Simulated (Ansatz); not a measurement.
Consider the formal exchange of groups at a B–Si bond: `N[B]([SiH3])[GeH3]` + `CF` → `N[B]([GeH3])CF` + SiH₄.

Isolated molecules relaxed with PBE0-D4/def2-TZVP in Ansatz; ΔE leaves out vibrations. CCSD(T)/CBS is the MP2 limit (def2-TZVPP, def2-QZVPP) plus CCSD(T) − MP2 in def2-TZVPP, frozen cores. This one scheme is used for every species. DFT in def2-TZVPP. For Ge outer-core shells are correlated without core-valence functions, which leaves a few kJ/mol of doubt a bond. Scalar relativity is left out up to krypton. One conformer a species, not always the lowest.

`N[B]([SiH3])[GeH3]`:

```xyz
12

N     1.494    0.202    0.872
B     0.313    0.061    0.162
Si   -0.053    1.261   -1.419
Ge   -1.026   -1.393    0.773
H     1.737   -0.365    1.670
H     2.201    0.885    0.643
H    -1.298    2.053   -1.210
H    -0.242    0.461   -2.662
H     1.064    2.224   -1.663
H    -2.391   -0.793    1.165
H    -0.497   -2.169    2.003
H    -1.300   -2.428   -0.336
```

`CF`:

Z-matrix (Å, degrees):
```
C
F 1 1.376
H 1 1.092 2 109.1
H 1 1.092 2 109.1 3 -120.0
H 1 1.092 2 109.1 3 120.0
```

`N[B]([GeH3])CF`:

Cartesian coordinates in Å:
```
N 0.817 -0.629 1.350
B 0.206 -0.226 0.169
Ge -0.989 1.462 0.155
C 0.435 -1.067 -1.148
F -0.239 -0.535 -2.243
H 1.411 -1.440 1.428
H 0.707 -0.134 2.218
H -1.046 2.092 1.567
H -0.458 2.544 -0.803
H -2.437 1.149 -0.260
H 1.501 -1.114 -1.410
H 0.091 -2.103 -1.023
```

SiH₄:

```xyz
5

Si    0.000    0.000    0.000
H     0.113   -0.472   -1.403
H     0.467   -1.067    0.920
H    -1.417    0.326    0.300
H     0.837    1.213    0.183
```

```json
{"species": "`N[B]([SiH3])[GeH3]`", "ωB97X-V energy (Eh)": "-2450.71324"}
{"species": "`CF`", "ωB97X-V energy (Eh)": "-139.75482"}
{"species": "`N[B]([GeH3])CF`", "ωB97X-V energy (Eh)": "-2298.63182"}
{"species": "SiH₄", "ωB97X-V energy (Eh)": "-291.84038"}
```

Task: Work out ΔE.

Result: ΔE = (-2298.63182) + (-291.84038) − (-2450.71324) − (-139.75482) = -0.00414 Eh = -2.6 kcal/mol. CCSD(T)/CBS gives -1.5 kcal/mol.

Largest T1 diagnostic among the species: 0.013.

In def2-TZVPP, CCSD(T) changes the Hartree–Fock value by +2.4 kcal/mol (the triples alone add +0.4 kcal/mol) and MP2 by +2.0 kcal/mol.
